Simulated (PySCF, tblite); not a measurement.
Compound: C6H8F3P.
Geometry (GFN2-xTB, Å), atoms numbered from 1 in this order:
```
atom  x, y, z in Å
C1     2.1608    0.2494   -0.8568
P2     1.4810    0.9021    0.7370
C3     0.8884   -0.7412    1.4262
C4    -0.4106   -1.0410    0.7601
C5    -0.9691   -0.0336    0.1040
C6    -2.2687   -0.1148   -0.6285
F7    -3.1698    0.7770   -0.1763
F8    -2.1230    0.1439   -1.9443
F9    -2.8507   -1.3205   -0.5449
C10   -0.2464    1.2791    0.1122
H11    3.0950   -0.2708   -0.6531
H12    2.3737    1.0866   -1.5190
H13    1.4614   -0.4300   -1.3419
H14    1.6318   -1.5230    1.2579
H15    0.7436   -0.6569    2.5072
H16   -0.8502   -2.0228    0.8384
H17   -0.2111    1.7413   -0.8769
H18   -0.7448    1.9814    0.7873
```

Computed, not measured: PBE0/pcSseg-1 in PySCF (dipole) on a GFN2-xTB geometry, gas phase.

Take the most abundant isotopes and a rigid rotor. The values belong to one conformer with, in the numbering `[CH3:1][P:2]1[CH2:3][CH:4]=[C:5]([C:6]([F:7])([F:8])[F:9])[CH2:10]1`, C1–P2–C3–C4 -80°, P2–C3–C4–C5 -13°, C4–C5–C10–P2 14°, C1–P2–C10–C5 80°.

Give the principal moments of inertia and the rotational constants in MHz.

Ia = 226.09, Ib = 731.73, Ic = 773.67 u·Å²; 505379 MHz·u·Å²/I gives A = 2235, B = 690.7, C = 653.2 MHz.

What kind of rotor is it?

A near-prolate asymmetric top; Ray's κ = -0.953.

Is it planar, by Δ = Ic − Ia − Ib?

Not planar: Δ = Ic − Ia − Ib = -184.15 u·Å². For a rigid frame Δ = −2 Σ m c², so Σ m c² = 92.08 u·Å² lies off the ab plane: 13.56 from hydrogen and 78.52 from heavier atoms. The atom farthest from that plane is 1.89 Å away.

Give the other two planar moments, Paa and Pbb, and the rms extents of the mass along the axes.

Paa = Σ m a² = (Ib + Ic − Ia)/2 = 639.65 and Pbb = Σ m b² = (Ia + Ic − Ib)/2 = 134.01 u·Å². With the mass M = 168.03 u, the rms extents √(P/M) along a, b and c are 1.95, 0.89, 0.74 Å.

List the rotational levels J(Ka,Kc) to J = 3 (K).

Above 0(0,0), as E/k:
J = 1: 1(0,1) 0.064, 1(1,1) 0.139, 1(1,0) 0.140
J = 2: 2(0,2) 0.193, 2(1,2) 0.266, 2(1,1) 0.271, 2(2,1) 0.494, 2(2,0) 0.494
J = 3: 3(0,3) 0.387, 3(1,3) 0.457, 3(1,2) 0.467, 3(2,2) 0.687, 3(2,1) 0.687, 3(3,1) 1.062, 3(3,0) 1.062

Predict some low-J microwave lines.

The dipole components are |μa| = 1.94 D, |μb| = 0.91 D, |μc| = 0.66 D. The squared components, which scale the intensities, stand as 1.00 : 0.22 : 0.11 (a : b : c). Some lines, for components of 0.1 D or more:

| type | branch | J(Ka,Kc) | MHz | lower level (cm⁻¹) |
| --- | --- | --- | --- | --- |
| a | Q | 5(1,4) ← 5(1,5) | 561 | 0.715 |
| b | R | 4(1,3) ← 3(2,2) | 871 | 0.478 |
| b | R | 2(0,2) ← 1(1,1) | 1142 | 0.096 |
| c | Q | 5(1,5) ← 5(0,5) | 1301 | 0.672 |
| a | R | 3(2,1) ← 2(2,0) | 4034 | 0.343 |
| c | Q | 4(2,3) ← 4(1,3) | 4504 | 0.507 |
| a | R | 4(2,2) ← 3(2,1) | 5382 | 0.478 |
| a | R | 5(2,4) ← 4(2,3) | 6718 | 0.657 |
| a | R | 5(3,2) ← 4(3,1) | 6722 | 0.918 |
| c | Q | 3(3,1) ← 3(2,1) | 7814 | 0.478 |
| b | R | 3(2,2) ← 2(1,1) | 8666 | 0.189 |
| b | Q | 5(4,1) ← 5(3,2) | 10941 | 1.142 |
| c | Q | 4(4,1) ← 4(3,1) | 10942 | 0.918 |
| b | Q | 4(4,1) ← 4(3,2) | 10942 | 0.918 |
| c | Q | 5(5,1) ← 5(4,1) | 14069 | 1.507 |
| c | R | 4(4,0) ← 3(3,0) | 16319 | 0.738 |

Its GFN2-xTB frequencies are all real (lowest 26 cm⁻¹). No vibrational averaging or centrifugal distortion is included, and the geometry carries the error of its method. A rigid rotor knows nothing of internal rotation, which can split or shift real lines.

Rough CPU time on one thread of a shared machine: about 2 min. This is the PBE0/pcSseg-1 job that gave the dipole, with the shieldings it also computed.
